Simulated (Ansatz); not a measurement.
Vertical singlet–triplet gap (eV) of eight compounds of closed-shell metals: PBE beside PBE0, computed with Ansatz (a quantum-chemistry and plane-wave program) for isolated molecules in the bases named; differences from unrounded values. The eight are the first of their class met in an unordered collection, after screening for sound electronic states; none was chosen by its value. Functionals give these values as differences of separate SCF runs (ΔSCF), EOM-CCSD as a root; each molecule has one DFT geometry for both levels.

```csv
molecule,basis,PBE0
"Ga(F)(Br)(NH2) (BrFGaH2N), SMILES [NH2][Ga]([F])[Br]",def2-SVPD,5.04
"C2H6BeSe, SMILES C[CH2][Be][SeH]",def2-SVPD,4.77
"Al(OH)(OMe)(SH) (CH5AlO2S), SMILES C[O][Al]([OH])[SH]",def2-SVPD,5.60
"Zn(Br)(OMe) (CH₃BrOZn), SMILES C[O][Zn][Br]",def2-SVPD,4.56
"Al(AsH2)(F)(OH) (AlAsFH3O), SMILES [AsH2][Al]([F])[OH]",def2-SVPD,5.08
"Ga(H)(Cl)(Et) (C2H6ClGa), SMILES C[CH2][GaH][Cl]",def2-SVPD,4.76
"Ga(H)(Br)(OMe) (CH₄BrGaO), SMILES C[O][GaH][Br]",def2-SVPD,5.39
"Al(H)(Cl)(OEt) (C2H6AlClO), SMILES CC[O][AlH][Cl]",def2-SVPD,6.12
```

Q: Estimate the PBE values and say how PBE differs from PBE0 over the set. (An estimate is asked for; the answer gives what the named calculation found.)

A: 
| molecule | PBE | difference |
|---|---|---|
| Ga(F)(Br)(NH2) (BrFGaH2N), SMILES [NH2][Ga]([F])[Br] | 4.62 | -0.41 |
| C2H6BeSe, SMILES C[CH2][Be][SeH] | 4.59 | -0.17 |
| Al(OH)(OMe)(SH) (CH5AlO2S), SMILES C[O][Al]([OH])[SH] | 5.06 | -0.54 |
| Zn(Br)(OMe) (CH₃BrOZn), SMILES C[O][Zn][Br] | 4.09 | -0.47 |
| Al(AsH2)(F)(OH) (AlAsFH3O), SMILES [AsH2][Al]([F])[OH] | 4.94 | -0.14 |
| Ga(H)(Cl)(Et) (C2H6ClGa), SMILES C[CH2][GaH][Cl] | 4.40 | -0.36 |
| Ga(H)(Br)(OMe) (CH₄BrGaO), SMILES C[O][GaH][Br] | 5.00 | -0.39 |
| Al(H)(Cl)(OEt) (C2H6AlClO), SMILES CC[O][AlH][Cl] | 5.58 | -0.54 |
PBE lies below PBE0 in 8 and above it in 0 of the eight; the mean signed difference is -0.38 and the largest -0.54 eV.
